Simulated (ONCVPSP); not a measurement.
How hard is this bismuth ONCV potential?

Bi (Z = 83), optimised norm-conserving Vanderbilt (ONCV), made with ONCVPSP 4.0.1 (PBE, scalar-relativistic). Core [Xe] 4f14, reference 5d10 6s2 6p3. Waves: 6s: rc 2.00 bohr, ncon 5, nbas 8, qcut 2.7 1/bohr, 3 projectors, debl 1.9 Ha; 6p: rc 2.50 bohr, ncon 4, nbas 7, qcut 3.7 1/bohr, 3 projectors, debl 0.6 Ha; 5d: rc 1.20 bohr, ncon 4, nbas 7, qcut 7.8 1/bohr, 2 projectors, debl 0.4 Ha. Local part: polynomial inside 0.75 bohr (lpopt 2, dvloc0 3 Ha). Core correction: Teter function, fcfact 3.75, rcfact 1.2.

In the d channel the program set the typed energies aside and used -0.995, 0.250 Ha.

Q: For each optimised wave give the share of its norm inside rc, the residual kinetic energy above qcut (Ha) and the cutoffs (Ha) for errors of 10, 1, 0.1 and 0.01 mHa per electron.

A:

```tsv
wave	norm inside rc	residual KE	10 mHa	1 mHa	0.1 mHa	0.01 mHa
6s	0.455	3.3e-02	5.9	26.2	34.9	40.7
s projector 2	0.097	8.1e-02	9.1	40.6	53.7	60.4
s projector 3	0.120	4.0e-01	15.3	32.4	47.0	57.5
6p	0.361	2.0e-04	2.0	5.5	9.5	21.4
p projector 2	0.204	3.1e-04	3.4	5.9	10.3	28.4
p projector 3	0.125	7.4e-04	4.1	6.7	18.1	33.2
5d	0.529	2.5e-04	20.8	25.6	68.3	117.7
d projector 2	0.034	1.9e-05	15.3	21.4	26.0	55.7
```

The occupied waves need 26 Ha and 68 Ha for 1 and 0.1 mHa. Note: ghosts flagged at negative energy: s at -787.6 eV, s at -39.3 eV, p at -56.5 eV; GHOST(+) flagged for s at 211.4 eV. A true bound ghost makes a file unfit for plane-wave use.
